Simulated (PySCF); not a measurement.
## Dipole response of Mg⁺ (magnesium, charge +1)

[Ne] 3s1, 2S determinant. Calculation: PySCF 2.14, in dyall-acv3z; scalar relativity by spin-free X2C-1e. Coupled (time-dependent) response in atomic units; α is the mean over directions.

| method | mean α (bohr³) | C₆ (like pair) | S(−4) |
| --- | --- | --- | --- |
| wB97M-V | 31.30 | 127.9 | 1091 |

S(−4) is the Cauchy moment in α(ω) = α(0) + S(−4) ω² + …

α(iu) at wB97M-V:

```json
{"u (hartree)": "0", "α(iu) (bohr³)": "31.30"}
{"u (hartree)": "0.0500", "α(iu) (bohr³)": "28.80"}
{"u (hartree)": "0.100", "α(iu) (bohr³)": "23.25"}
{"u (hartree)": "0.200", "α(iu) (bohr³)": "13.27"}
{"u (hartree)": "0.300", "α(iu) (bohr³)": "7.894"}
{"u (hartree)": "0.500", "α(iu) (bohr³)": "3.660"}
{"u (hartree)": "0.750", "α(iu) (bohr³)": "1.982"}
{"u (hartree)": "1.00", "α(iu) (bohr³)": "1.325"}
{"u (hartree)": "1.50", "α(iu) (bohr³)": "0.7992"}
{"u (hartree)": "2.00", "α(iu) (bohr³)": "0.5764"}
{"u (hartree)": "3.00", "α(iu) (bohr³)": "0.3649"}
{"u (hartree)": "5.00", "α(iu) (bohr³)": "0.1929"}
```

A single London oscillator, α(iu) = α/(1 + u²/ω²), gives C₆ = (3/4) ω α². Matching the computed C₆ needs ω = 4 × 127.9 / (3 × 31.30²) = 0.174 hartree.

For an ion, C₆ is the dispersion term alone; charge-induced terms of lower order in 1/R come first.
